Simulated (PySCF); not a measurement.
## Assignment exercise: C$_{6}$H$_{11}$NSi

Cartesian coordinates in Å; atom numbers follow the order of the lines, from 1:
```xyz
19

C    -3.122    0.309    0.212
C    -2.277    0.106   -1.046
C    -0.853   -0.251   -0.721
N    -0.450   -1.405   -1.004
C    -0.037    0.854   -0.062
C     1.336    0.458    0.160
C     2.459    0.044    0.310
Si    4.180   -0.568    0.562
H    -2.813    1.196    0.761
H    -3.037   -0.556    0.866
H    -4.167    0.431   -0.062
H    -2.298    1.016   -1.651
H    -2.694   -0.712   -1.633
H     0.521   -1.599   -0.760
H    -0.072    1.746   -0.696
H    -0.501    1.106    0.897
H     4.308   -1.853   -0.130
H     4.398   -0.731    2.002
H     5.110    0.417    0.003
```

How the numbers were obtained: geometry: GFN2-xTB, GIAO PBE0/pcSseg-1 shieldings, in PySCF (non-relativistic Hamiltonian, one averaged value for each set of equivalent atoms, single conformer, isolated molecule).

Chemical shifts δ = σref − σ; 13C (σ = 186.93 ppm), 1H (σ = 31.72 ppm) vs TMS, all at this level.

Problem. Assign these signals to the numbered atoms. 13C{1H} NMR (computed): δ 176.0 (C), 112.8 (C), 87.3 (C), 39.1 (CH2), 30.0 (CH2), 15.0 (CH3).

Solution. 
```tsv
δ (ppm)	atoms	environment	reason
176.0	C3	carbon bonded to 2 C, N	–
112.8	C6	carbon bonded to 2 C	–
87.3	C7	carbon bonded to C, Si	–
39.1	C2	carbon bonded to 2 C, 2 H	–
30.0	C5	carbon bonded to 2 C, 2 H	–
15.0	C1	carbon bonded to C, 3 H	–
```

Problem. Assign these signals to the numbered atoms. 1H NMR (600 MHz, computed): δ 11.43 (br s, 1H), 4.32 (s, 3H), 3.13 (s, 2H), 2.44 (q, 2H), 1.13 (t, 3H).

Solution. 
11.43 → H14, hydrogen on a nitrogen bonded to C
4.32 → H17/H18/H19, hydrogen on a silicon bonded to C
3.13 → H15/H16, hydrogen on a carbon bonded to 2 C
2.44 → H12/H13, hydrogen on a carbon bonded to 2 C
1.13 → H9/H10/H11, hydrogen on a carbon bonded to C

OH and NH positions are those of a molecule without intermolecular hydrogen bonds; in solution they move with solvent, concentration and temperature, and exchange usually removes their couplings. Shifts are as computed. Against solution values, carbons near 30 ppm lie about +3 ppm off and those near 130 ppm about +5 ppm. Of 1211 compounds with measured shifts, 218 miss one by over three times the rms of a fit or turn the order of signals round; such compounds aren't used in these exercises. No couplings were computed; multiplicities are counted from neighbouring protons, with m where these are inequivalent, close in shift, in a saturated or five-membered ring or joined by F or P, and br s for small geminal =CH2 splittings.
